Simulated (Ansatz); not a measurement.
Clusters of 6 atoms, capped: gap (eV) at several levels, gas phase, relaxed structures; Ansatz. Clusters are the lowest isomers that short searches found in that spin, judged at the geometry's level. Core potentials for Pd, Sn in the def2 sets, no spin–orbit coupling. HOMO and LUMO are taken over both spins. Singlets are spin-restricted. The structures are stationary points that may keep the symmetry of their start. Remarks come from the PBE and PBE0 runs and from stability tests at other levels; not every state was tested.

```tsv
species	state	geometry	PBE-D4/def2-SVP	PBE-D4/def2-TZVP	r2SCAN-D4/def2-TZVP	PBE0-D4/def2-SVP	PBE0-D4/def2-TZVP	remarks
Si2H4	singlet	PBE-D4/def2-TZVP	2.46	2.42	2.67	3.96	3.91	restricted SCF unstable in HF
B3F3	singlet	PBE0-D4/def2-SVP	1.00	1.03	1.37	2.91	2.94	restricted SCF unstable in HF
Sn2H4⁺	doublet	B3LYP-D4/def2-TZVP	0.81	0.81	1.43	2.39	2.41	–
Mg3H3	doublet	PBE-D4/def2-TZVP	0.94	0.94	1.49	2.27	2.28	–
B4F2	singlet	PBE-D4/def2-SVP	1.19	1.19	1.45	3.21	3.20	restricted SCF unstable in HF
Ga5F	singlet	PBE-D4/def2-SVP	1.17	1.15	1.33	2.39	2.38	restricted SCF unstable in HF
Si4Cl2	singlet	B3LYP-D4/def2-SVP	2.01	1.98	2.20	3.56	3.53	restricted SCF unstable in HF
Pd3H3⁺	singlet	PBE-D4/def2-TZVP	1.76	1.74	1.99	3.76	3.74	–
Cu2H4	singlet	r2SCAN-D4/def2-TZVP	2.79	2.80	3.07	4.60	4.57	–
```
